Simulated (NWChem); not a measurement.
System: C$_{3}$H$_{5}$BO; SMILES CB(O)C#C

Input file for NWChem:

```
start job
memory heap 200 mb stack 900 mb global 1100 mb
geometry units angstroms noautosym nocenter noautoz
  B     -0.065261    -0.460567    -0.001159
  C     -0.005876     1.086893     0.000659
  C      0.040049     2.303846     0.002995
  H      0.086379     3.378517     0.005903
  C      1.237267    -1.331487    -0.000854
  H      1.020161    -2.408928    -0.011980
  H      1.850362    -1.099314     0.886181
  H      1.865981    -1.082735    -0.872076
  O     -1.274634    -1.075963    -0.000316
  H     -2.008422    -0.451465     0.000159
end
basis spherical
  * library def2-svp
end
dft
  xc b3lyp
  iterations 150
  mulliken
end
task dft energy
esp
  recalculate
  probe 0.07
  range 0.3
  factor 1.0
  spacing 0.02
end
task esp
```

NWChem printed, in part:

```
             Northwest Computational Chemistry Package (NWChem) 7.3.0
             --------------------------------------------------------

                             Geometry "geometry" -> ""
                             -------------------------

 Output coordinates in angstroms (scale by  1.889725989 to convert to a.u.)

  No.       Tag          Charge          X              Y              Z
 ---- ---------------- ---------- -------------- -------------- --------------
    1 B                    5.0000    -0.06526100    -0.46056700    -0.00115900
    2 C                    6.0000    -0.00587600     1.08689300     0.00065900
    3 C                    6.0000     0.04004900     2.30384600     0.00299500
    4 H                    1.0000     0.08637900     3.37851700     0.00590300
    5 C                    6.0000     1.23726700    -1.33148700    -0.00085400
    6 H                    1.0000     1.02016100    -2.40892800    -0.01198000
    7 H                    1.0000     1.85036200    -1.09931400     0.88618100
    8 H                    1.0000     1.86598100    -1.08273500    -0.87207600
    9 O                    8.0000    -1.27463400    -1.07596300    -0.00031600
   10 H                    1.0000    -2.00842200    -0.45146500     0.00015900

 Effective nuclear repulsion energy (a.u.)     135.4249709475

                                 NWChem DFT Module
                                 -----------------

 Summary of "ao basis" -> "ao basis" (spherical)
 ------------------------------------------------------------------------------
       Tag                 Description            Shells   Functions and Types
 ---------------- ------------------------------  ------  ---------------------
 B                          def2-svp                 6       14   3s2p1d
 C                          def2-svp                 6       14   3s2p1d
 H                          def2-svp                 3        5   2s1p
 O                          def2-svp                 6       14   3s2p1d

            General Information
            -------------------
          SCF calculation type: DFT
          Wavefunction type:  closed shell.
          No. of atoms     :    10
          No. of electrons :    36
           Alpha electrons :    18
            Beta electrons :    18
          Charge           :     0
          Spin multiplicity:     1
          Use of symmetry is: off; symmetry adaption is: off
          Maximum number of iterations: 150
          AO basis - number of functions:    95
                     number of shells:    45
          Convergence on energy requested:  1.00D-06
          Convergence on density requested:  1.00D-05
          Convergence on gradient requested:  5.00D-04

              XC Information
              --------------
                         B3LYP Method XC Potential
                     Hartree-Fock (Exact) Exchange  0.200
                        Slater Exchange Functional  0.800 local
                    Becke 1988 Exchange Functional  0.720 non-local
              Lee-Yang-Parr Correlation Functional  0.810
                  VWN I RPA Correlation Functional  0.190 local

             Grid Information
             ----------------
          Grid used for XC integration:  medium
          Radial quadrature: Mura-Knowles
          Angular quadrature: Lebedev.
          Tag              B.-S. Rad. Rad. Pts. Rad. Cut. Ang. Pts.
          ---              ---------- --------- --------- ---------
          B                   0.85       49          11.0       434
          C                   0.70       49          12.0       434
          H                   0.35       45          13.0       434
          O                   0.60       49          12.0       434
          Grid pruning is: on
          Number of quadrature shells:   470
          Spatial weights used:  Erf1

      Superposition of Atomic Density Guess
      -------------------------------------

 Sum of atomic energies:        -214.56597517

      Non-variational initial energy
      ------------------------------

 Total energy =    -217.103152
 1-e energy   =    -556.629007
 2-e energy   =     204.100884
 HOMO         =      -0.355892
 LUMO         =      -0.027692

     ---------------------------------------------
      Total Density - Mulliken Population Analysis
     ---------------------------------------------

    Atom       Charge   Shell Charges
 -----------   ------   -------------------------------------------------------
    1 B    5     4.66   1.99  0.88  0.16  1.23  0.26  0.14
    2 C    6     6.18   1.99  1.01  0.40  1.98  0.77  0.03
    3 C    6     6.10   1.99  0.98  0.55  1.85  0.70  0.03
    4 H    1     0.88   0.63  0.22  0.03
    5 C    6     6.45   1.99  0.96  0.21  2.15  1.13  0.01
    6 H    1     0.87   0.66  0.19  0.03
    7 H    1     0.86   0.64  0.19  0.03
    8 H    1     0.86   0.65  0.19  0.03
    9 O    8     8.49   1.99  1.11  0.56  3.07  1.75  0.01
   10 H    1     0.66   0.53  0.07  0.06

   convergence    iter        energy       DeltaE   RMS-Dens  Diis-err
 ---------------- ----- ----------------- --------- --------- ---------
 d= 0,ls=0.0,diis     1   -217.1773560540 -3.53D+02  1.37D-02  5.92D-01
 d= 0,ls=0.0,diis     2   -217.1692582081  8.10D-03  7.49D-03  8.17D-01
 d= 0,ls=0.0,diis     3   -217.2426859564 -7.34D-02  2.35D-03  9.42D-02
 d= 0,ls=0.0,diis     4   -217.2503176104 -7.63D-03  1.02D-03  2.14D-02
 d= 0,ls=0.0,diis     5   -217.2528259342 -2.51D-03  3.21D-04  2.46D-03
  Resetting Diis
 d= 0,ls=0.0,diis     6   -217.2531231586 -2.97D-04  6.75D-05  7.23D-05
 d= 0,ls=0.0,diis     7   -217.2531326502 -9.49D-06  1.71D-05  1.45D-06
 d= 0,ls=0.0,diis     8   -217.2531325890  6.12D-08  9.60D-06  1.96D-06

         Total DFT energy =     -217.253132589003
      One electron energy =     -561.506880928634
           Coulomb energy =      239.558950201300
    Exchange-Corr. energy =      -30.730172809185
 Nuclear repulsion energy =      135.424970947514

 Numeric. integr. density =       35.999991537477

                       DFT Final Molecular Orbital Analysis
                       ------------------------------------

 Vector   16  Occ=2.000000D+00  E=-3.310711D-01
              MO Center=  1.3D-01, -8.4D-01, -4.5D-04, r^2= 2.6D+00
   Bfn.  Coefficient  Atom+Function         Bfn.  Coefficient  Atom+Function
  ----- ------------  ---------------      ----- ------------  ---------------
    81     -0.319600   9 O  py               51      0.299529   5 C  px
    17      0.293257   2 C  s                 5     -0.269260   1 B  py
    84     -0.204582   9 O  py               19     -0.201515   2 C  py
    52     -0.201521   5 C  py               54      0.168185   5 C  px
     4      0.159440   1 B  px               91     -0.158790  10 H  s

 Vector   17  Occ=2.000000D+00  E=-2.931267D-01
              MO Center= -5.6D-02,  1.5D+00,  1.5D-03, r^2= 1.9D+00
   Bfn.  Coefficient  Atom+Function         Bfn.  Coefficient  Atom+Function
  ----- ------------  ---------------      ----- ------------  ---------------
    20      0.407443   2 C  pz               34      0.409094   3 C  pz
    37      0.241972   3 C  pz               23      0.237824   2 C  pz
    82     -0.171689   9 O  pz               85     -0.130711   9 O  pz
     6     -0.045308   1 B  pz               53     -0.037859   5 C  pz
    56     -0.030179   5 C  pz               67     -0.028329   7 H  s

 Vector   18  Occ=2.000000D+00  E=-2.856969D-01
              MO Center=  5.0D-02,  1.5D+00,  1.6D-03, r^2= 2.1D+00
   Bfn.  Coefficient  Atom+Function         Bfn.  Coefficient  Atom+Function
  ----- ------------  ---------------      ----- ------------  ---------------
    32      0.426726   3 C  px               18      0.392110   2 C  px
    35      0.267065   3 C  px               21      0.213396   2 C  px
    52     -0.101776   5 C  py               81      0.091660   9 O  py
    51      0.077959   5 C  px                4      0.073840   1 B  px
    62      0.067631   6 H  s                50     -0.066302   5 C  s

[...]

                     NWChem Electrostatic Potential Fit Module
                     -----------------------------------------

 Atom parameters

 Number of atoms is                                   10
 Number of basis functions is                         95

 Grid parameters

 Maximum number of grid points is                  41489
 Number of grid points is                          41488
 Grid range                                     0.300000 nm
 Grid spacing                                   0.020000 nm
 Probe radius                                   0.070000 nm
 Atom radius factor                             1.000000

 Atomic radii

    1    0.100000
    5    0.158000
    6    0.147000
    8    0.136000
 FASTESP  F
  using M.O. file = ./job.movecs

    Atom              Coordinates                           Charge

                                                  ESP

    1 B    -0.006526   -0.046057   -0.000116    0.626863
    2 C    -0.000588    0.108689    0.000066   -0.277650
    3 C     0.004005    0.230385    0.000300   -0.241856
    4 H     0.008638    0.337852    0.000590    0.238845
    5 C     0.123727   -0.133149   -0.000085   -0.260337
    6 H     0.102016   -0.240893   -0.001198    0.056456
    7 H     0.185036   -0.109931    0.088618    0.046533
    8 H     0.186598   -0.108274   -0.087208    0.045957
    9 O    -0.127463   -0.107596   -0.000032   -0.643952
   10 H    -0.200842   -0.045147    0.000016    0.409141
                                            ------------
                                                0.000000

 Dipole moment                                  0.572142

 Quadrupole moment Qxx                          1.204032
                   Qyy                          2.110739
                   Qzz                         -3.314771

 RMS deviation kJ/mol                           0.051347

 RRMS %                                        29.633543
```

Level: B3LYP/def2-SVP. All runs use the structure optimised with PBE0/def2-SVP.
